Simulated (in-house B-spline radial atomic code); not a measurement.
# Ti⁴⁺: [Ne] 3s2 3p6

Computed with an all-electron radial atomic-structure program (B-spline basis): non-relativistic r2SCAN, spin-polarised, spherical fractional occupations, point nucleus.

Z_r = [3n² - l(l+1)]/(2<r>); Z_e = n√(-2ε); the last column is Slater's effective charge. Values are occupation-weighted means over spin.

```tsv
shell	electrons	ε (eV)	<r> (bohr)	Z_r	Z_e	Slater
1s	2	-4910.6	0.07019	21.37	19.00	21.70
2s	2	-593.86	0.3265	18.38	13.21	17.85
2p	6	-503.89	0.2905	17.21	12.17	17.85
3s	2	-115.09	0.9819	13.75	8.73	10.75
3p	6	-90.254	1.029	12.15	7.73	10.75
```

The least bound orbital is 3p at -90.25 eV, and it is also the most diffuse (<r> = 1.029 bohr).
